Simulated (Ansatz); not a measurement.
Isolated molecules relaxed with PBE0-D4/def2-TZVP in Ansatz; ΔE leaves out vibrations. CCSD(T)/CBS is the MP2 limit (def2-TZVPP, def2-QZVPP) plus CCSD(T) − MP2 in def2-TZVPP, frozen cores. Functionals use def2-TZVPP. For Ga outer-core shells are correlated without core-valence functions, which leaves a few kJ/mol of doubt a bond. Scalar relativity is left out up to krypton. Each species was taken in one conformer, which may not be the lowest.

Reaction (redistribution): `C[NH][Ga]([F])[F]` + `C[SiH](O)O` → `[OH][Ga]([F])[F]` + `CN[SiH](C)O`

| level | ΔE (kJ/mol) |
| --- | --- |
| ωB97X-V | 37.3 |
| r2SCAN0 | 39.9 |
| LC-ωPBE | 39.8 |
| CCSD/def2-TZVPP | 39.0 |

What does CCSD(T)/CBS give? (Estimate.)

The calculation gave: +41.5 kJ/mol. The listed levels differ from it by -4.2, -1.6, -1.7, -2.5 kJ/mol.

What do rigid-rotor, harmonic-oscillator terms from PBE0-D4/def2-TZVP frequencies (298.15 K, 1 bar) make of the CCSD(T)/CBS value? (Estimate.)

Ansatz gave: ΔZPE = -0.6 kJ/mol, ΔH = +40.9 kJ/mol, ΔS = 4 J/(mol·K), ΔG = +39.7 kJ/mol.

Largest T1 diagnostic among the species: 0.015.

From BLYP to BHLYP (50 % exact exchange), in def2-TZVPP and without D4, ΔE moves by +3.8 kJ/mol. Leaving LDA and LC-ωPBE aside and taking each functional with its dispersion term where it has one, the values, not all of them listed here, spread over 10.4 kJ/mol, from revPBE-D4 to BHLYP-D4. LDA lies +3.6 kJ/mol from PBE without D4. In def2-TZVPP, CCSD(T) changes the Hartree–Fock value by −5.1 kJ/mol (the triples alone add −1.4 kJ/mol) and MP2 by −5.8 kJ/mol.
